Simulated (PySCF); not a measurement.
PySCF job for Zn(Et)(SH) anion (C2H6SZn), SMILES C[CH2][Zn][SH] (connectivity only; charge and spin as stated), charge -1, multiplicity 2, PBE-D3(BJ)/def2-SVPD. Geometry: PBE-D3(BJ)/def2-SVPD. The multiplicity is an assumed one; no other spin state was optimised. The isomer is the one that the SMILES or the coordinates give; other isomers of the formula were not compared. One conformer was computed; it need not be the lowest.

```python
import numpy as np
from pyscf import gto, scf, dft, df
from pyscf.hessian import thermo

mol = gto.M(
    atom='''
    Zn   -0.55524197    0.04488532    0.00000000
    C     0.78700605   -1.50759421   -0.00000000
    C     0.21506953   -2.92522981   -0.00000000
    H     1.43707896   -1.34591599   -0.88962968
    H     1.43707896   -1.34591600    0.88962968
    H    -0.43208279   -3.10029682    0.88561111
    H    -0.43208279   -3.10029681   -0.88561111
    H     0.98952677   -3.73058479   -0.00000000
    S     0.37306743    2.25232898    0.00000000
    H     1.67620745    1.83613135    0.00000000
    ''',
    basis='def2-SVPD',
    charge=-1,
    spin=1,
    max_memory=1600,
    verbose=3,
)
mf = dft.UKS(mol, xc='pbe').density_fit(auxbasis='def2-universal-jkfit')
mf.disp = 'd3bj'
mf.grids.level = 3
mf.conv_tol = 1e-11
mf.max_cycle = 100
mf.kernel()
fine, coarse = mf.grids, dft.Grids(mol).set(level=1).build(with_non0tab=True)
for _ in range(3):  # follow internal instabilities
    mf.grids = coarse
    mo, _, stable, _ = mf.stability(return_status=True, nroots=4)
    mf.grids = fine
    if stable:
        break
    mf.kernel(mf.make_rdm1(mo, mf.mo_occ))

# [left out here: the lines that compute and print the analytic Hessian (its translational invariance restored by hand, since the grid's response is missing), thermochemistry and intensities]
```

It prints:

```

WARN: HOMO -0.117040743982766 >= LUMO -0.117040743982766

converged SCF energy = -2256.47274319279  <S^2> = 0.75154013  2S+1 = 2.0015395
<class 'pyscf.df.df_jk.DFUKS'> wavefunction is stable in the internal stability analysis

WARN: DFTD3 does not support analytical Hessian, using finite difference


WARN: Mole.unit (angstrom) is changed to Bohr

Mode                                 0                   1                   2
Irrep
Freq [cm^-1]                       30.6770             67.5891            184.6967
Reduced mass [au]                   2.2369              5.4609              1.0616
Force const [Dyne/A]                0.0012              0.0147              0.0213
Char temp [K]                      44.1374             97.2457            265.7374
Normal mode                   x     y     z       x     y     z       x     y     z
       0  Zn                -0.00  0.00 -0.04    0.07 -0.01 -0.00   -0.00  0.00 -0.00
       1   C                 0.00  0.00 -0.11    0.00 -0.06 -0.00   -0.00 -0.00 -0.03
       2   C                 0.00  0.00  0.14   -0.12 -0.02  0.00    0.00 -0.00  0.02
       3   H                -0.16 -0.09 -0.24    0.01 -0.12 -0.00    0.05 -0.05 -0.01
       4   H                 0.16  0.09 -0.24    0.01 -0.12  0.00   -0.05  0.05 -0.01
       5   H                 0.16  0.09  0.27   -0.14  0.04 -0.00   -0.27  0.14 -0.15
       6   H                -0.16 -0.09  0.27   -0.14  0.04  0.00    0.27 -0.14 -0.15
       7   H                 0.00  0.00  0.08   -0.19 -0.08  0.00    0.00 -0.00  0.37
       8   S                 0.00 -0.00  0.06   -0.08  0.05  0.00    0.00  0.00  0.03
       9   H                 0.00 -0.00  0.04   -0.04  0.18 -0.00    0.00  0.00 -0.75
Mode                                 3                   4                   5
Irrep
Freq [cm^-1]                      208.1978            216.4451            247.3859
Reduced mass [au]                   3.6687              1.1427             17.5770
Force const [Dyne/A]                0.0937              0.0315              0.6338
Char temp [K]                     299.5503            311.4164            355.9332
Normal mode                   x     y     z       x     y     z       x     y     z
       0  Zn                 0.01 -0.02  0.00    0.00  0.00  0.02    0.03  0.07 -0.00
       1   C                 0.08  0.10  0.00   -0.00 -0.00 -0.08   -0.05 -0.01  0.00
       2   C                -0.07  0.16 -0.00   -0.00  0.00  0.01    0.02 -0.04 -0.00
       3   H                 0.08  0.06 -0.01   -0.03 -0.04 -0.11   -0.05  0.00  0.00
       4   H                 0.08  0.06  0.01    0.03  0.04 -0.11   -0.05  0.00 -0.00
       5   H                -0.10  0.25 -0.00   -0.31  0.17 -0.18    0.04 -0.08  0.00
       6   H                -0.10  0.25  0.00    0.31 -0.17 -0.18    0.04 -0.08 -0.00
       7   H                -0.17  0.06  0.00   -0.00 -0.00  0.43    0.08  0.01 -0.00
       8   S                -0.01 -0.07  0.00   -0.00 -0.00 -0.02   -0.05 -0.12 -0.00
       9   H                -0.04 -0.14 -0.00    0.00  0.00  0.58   -0.02 -0.03  0.00
Mode                                 6                   7                   8
Irrep
Freq [cm^-1]                      414.4913            469.1855            532.8075
Reduced mass [au]                   2.5187              1.2526              1.1831
Force const [Dyne/A]                0.2549              0.1625              0.1979
Char temp [K]                     596.3608            675.0535            766.5913
Normal mode                   x     y     z       x     y     z       x     y     z
       0  Zn                 0.03 -0.04  0.00    0.03 -0.01  0.00    0.00  0.00 -0.01
       1   C                -0.17  0.10  0.00   -0.09  0.04 -0.00    0.00 -0.00  0.11
       2   C                 0.00  0.05 -0.00    0.00  0.00 -0.00   -0.00 -0.00  0.00
       3   H                -0.18  0.17  0.01   -0.08  0.04  0.00   -0.53  0.13 -0.26
       4   H                -0.18  0.17 -0.01   -0.08  0.04 -0.00    0.53 -0.13 -0.26
       5   H                 0.03 -0.05  0.00    0.02 -0.05  0.00   -0.14 -0.14 -0.12
       6   H                 0.03 -0.05 -0.00    0.02 -0.05 -0.00    0.14  0.14 -0.12
       7   H                 0.13  0.17 -0.00    0.08  0.08 -0.00   -0.00 -0.00 -0.02
       8   S                 0.01 -0.01 -0.00   -0.01  0.03 -0.00   -0.00  0.00  0.00
       9   H                 0.14  0.40 -0.00   -0.29 -0.82  0.00   -0.00 -0.00 -0.06
Mode                                 9                  10                  11
Irrep
Freq [cm^-1]                      865.7918            892.0251           1015.2110
Reduced mass [au]                   1.0651              1.0983              4.0504
Force const [Dyne/A]                0.4704              0.5149              2.4596
Char temp [K]                    1245.6817           1283.4256           1460.6627
Normal mode                   x     y     z       x     y     z       x     y     z
       0  Zn                 0.00 -0.00 -0.00    0.00  0.00  0.00    0.00 -0.00  0.00
       1   C                -0.00  0.00  0.02    0.00 -0.02 -0.00    0.07  0.19 -0.00
       2   C                -0.00 -0.00 -0.07    0.05 -0.06 -0.00   -0.08 -0.15  0.00
       3   H                -0.07  0.47  0.06   -0.19  0.46 -0.05    0.13  0.10  0.02
       4   H                 0.07 -0.47  0.06   -0.19  0.46  0.05    0.13  0.10 -0.02
       5   H                 0.17  0.39  0.14   -0.08  0.23 -0.04   -0.06 -0.23 -0.00
       6   H                -0.17 -0.39  0.14   -0.08  0.23  0.04   -0.06 -0.23  0.00
       7   H                 0.00  0.00  0.26   -0.32 -0.43  0.00   -0.04 -0.10 -0.00
       8   S                -0.00  0.00  0.00   -0.00  0.00 -0.00    0.00 -0.00 -0.00
       9   H                 0.00 -0.00 -0.01   -0.01 -0.03 -0.00    0.00  0.01 -0.00
Mode                                12                  13                  14
Irrep
Freq [cm^-1]                     1098.4181           1191.1738           1310.0740
Reduced mass [au]                   1.4638              1.3231              1.2228
Force const [Dyne/A]                1.0406              1.1061              1.2365
Char temp [K]                    1580.3791           1713.8339           1884.9048
Normal mode                   x     y     z       x     y     z       x     y     z
       0  Zn                -0.00 -0.00 -0.00    0.00 -0.00 -0.00    0.00 -0.00  0.00
       1   C                -0.10  0.09  0.00    0.00  0.00 -0.09    0.01  0.00  0.00
       2   C                 0.10 -0.03  0.00    0.00  0.00  0.11    0.05  0.12 -0.00
       3   H                 0.20 -0.35  0.12    0.10  0.48  0.07   -0.07 -0.06 -0.06
       4   H                 0.20 -0.35 -0.12   -0.10 -0.48  0.07   -0.07 -0.06  0.06
       5   H                -0.07  0.25 -0.06   -0.18 -0.25 -0.07   -0.09 -0.47 -0.19
       6   H                -0.07  0.25  0.06    0.18  0.25 -0.07   -0.09 -0.47  0.19
       7   H                -0.23 -0.34  0.00   -0.00 -0.00 -0.21   -0.37 -0.33  0.00
       8   S                 0.00  0.00  0.00   -0.00 -0.00  0.00   -0.00  0.00 -0.00
       9   H                 0.00  0.01  0.00    0.00 -0.00 -0.01   -0.00 -0.00 -0.00
Mode                                15                  16                  17
Irrep
Freq [cm^-1]                     1370.8511           1407.8881           1414.9167
Reduced mass [au]                   1.1083              1.0471              1.0381
Force const [Dyne/A]                1.2271              1.2228              1.2244
Char temp [K]                    1972.3496           2025.6375           2035.7501
Normal mode                   x     y     z       x     y     z       x     y     z
       0  Zn                 0.00 -0.00  0.00   -0.00  0.00  0.00   -0.00 -0.00 -0.00
       1   C                 0.05  0.07  0.00    0.02 -0.01 -0.00    0.00  0.00  0.02
       2   C                 0.01 -0.03 -0.00    0.05 -0.03 -0.00    0.00 -0.00  0.05
       3   H                -0.44 -0.28 -0.40   -0.03  0.01 -0.03   -0.02 -0.05 -0.00
       4   H                -0.44 -0.28  0.40   -0.03  0.01  0.03    0.02  0.05 -0.00
       5   H                 0.04  0.10  0.05   -0.50  0.04 -0.37   -0.22  0.44 -0.05
       6   H                 0.04  0.10 -0.05   -0.50  0.04  0.37    0.22 -0.44 -0.05
       7   H                 0.01 -0.03  0.00    0.30  0.26  0.00    0.00  0.00 -0.68
       8   S                 0.00 -0.00 -0.00    0.00 -0.00 -0.00    0.00 -0.00  0.00
       9   H                 0.00  0.00 -0.00    0.00  0.00 -0.00   -0.00  0.00  0.00
Mode                                18                  19                  20
Irrep
Freq [cm^-1]                     2560.2691           2872.1068           2921.9985
Reduced mass [au]                   1.0387              1.0534              1.0573
Force const [Dyne/A]                4.0115              5.1198              5.3187
Char temp [K]                    3683.6572           4132.3222           4204.1052
Normal mode                   x     y     z       x     y     z       x     y     z
       0  Zn                 0.00  0.00  0.00   -0.00  0.00  0.00    0.00  0.00 -0.00
       1   C                -0.00 -0.00 -0.00   -0.01 -0.00  0.00    0.06  0.02  0.00
       2   C                 0.00 -0.00 -0.00    0.03 -0.05 -0.00   -0.01 -0.01  0.00
       3   H                -0.00  0.00 -0.00    0.05  0.01 -0.08   -0.37 -0.10  0.55
       4   H                -0.00  0.00  0.00    0.05  0.01  0.08   -0.37 -0.10 -0.55
       5   H                -0.00 -0.00  0.00    0.15  0.02 -0.19    0.07  0.02 -0.10
       6   H                -0.00 -0.00 -0.00    0.15  0.02  0.19    0.07  0.02  0.10
       7   H                 0.00 -0.00 -0.00   -0.65  0.63 -0.00   -0.06  0.05  0.00
       8   S                 0.03 -0.01 -0.00    0.00 -0.00 -0.00   -0.00 -0.00  0.00
       9   H                -0.93  0.31  0.00   -0.00  0.00 -0.00   -0.00 -0.00  0.00
Mode                                21                  22                  23
Irrep
Freq [cm^-1]                     2959.6580           2972.2269           2999.0315
Reduced mass [au]                   1.0814              1.1013              1.1017
Force const [Dyne/A]                5.5810              5.7319              5.8381
Char temp [K]                    4258.2890           4276.3727           4314.9386
Normal mode                   x     y     z       x     y     z       x     y     z
       0  Zn                 0.00 -0.00  0.00    0.00 -0.00  0.00   -0.00  0.00  0.00
       1   C                -0.01 -0.00  0.00   -0.00 -0.00  0.08   -0.00 -0.00  0.03
       2   C                -0.08  0.00 -0.00    0.00  0.00 -0.03   -0.00  0.00  0.08
       3   H                 0.06  0.01 -0.08    0.37  0.09 -0.49    0.14  0.04 -0.20
       4   H                 0.06  0.01  0.08   -0.37 -0.09 -0.49   -0.14 -0.04 -0.20
       5   H                 0.35  0.09 -0.51   -0.15 -0.04  0.20    0.37  0.09 -0.49
       6   H                 0.35  0.09  0.51    0.15  0.04  0.20   -0.37 -0.09 -0.49
       7   H                 0.23 -0.24 -0.00   -0.00  0.00 -0.01    0.00 -0.00  0.02
       8   S                 0.00  0.00 -0.00    0.00 -0.00 -0.00    0.00 -0.00 -0.00
       9   H                -0.00  0.00  0.00   -0.00  0.00  0.00   -0.00  0.00  0.00
temperature 298.1500 [K]
pressure 101325.00 [Pa]
Rotational constants [GHz] 11.57054 1.50614 1.35537
Symmetry number 1
Zero-point energy (ZPE) 0.06885 [Eh]   180774.381 [J/mol]
                           tot       elec      trans        rot        vib
Entropy [J/mol/K]       375.417      5.763    169.211    113.017     87.426
Cv [J/mol/K]             98.324      0.000     12.472     12.472     73.381
Cp [J/mol/K]            106.639      0.000     20.786     12.472     73.381
Internal energy [J/mol]                      3718.434   3718.434 193390.639
Internal energy [Eh]   -2256.39625  -2256.47274
Enthalpy [J/mol]                             6197.391   3718.434 193390.639
Enthalpy [Eh]          -2256.39531
Gibbs free energy [J/mol]                  -44252.870 -29977.483 167324.465
Gibbs free energy [Eh] -2256.43794
mode   freq/cm-1   IR/(km/mol)
   1       30.68         0.181
   2       67.59         3.044
   3      184.70        10.840
   4      208.20         4.192
   5      216.45         1.236
   6      247.39        45.061
   7      414.49        43.866
   8      469.19         9.207
   9      532.81         0.490
  10      865.79         2.953
  11      892.03         9.665
  12     1015.21         6.573
  13     1098.42         6.913
  14     1191.17         0.089
  15     1310.07         4.514
  16     1370.85         2.324
  17     1407.89         0.700
  18     1414.92         6.557
  19     2560.27        72.627
  20     2872.11       213.419
  21     2922.00        76.638
  22     2959.66        44.024
  23     2972.23        12.615
  24     2999.03        81.052
max |gradient| / (hartree/bohr): 2.9718011299444096e-05
APT charges: [ 0.1021 -0.1118  0.1356 -0.0964 -0.0964 -0.0401 -0.0401 -0.1253 -0.6445
 -0.0833]
```

The calculation finished and met its thresholds.

Cost: around 8 core-minutes (rough).
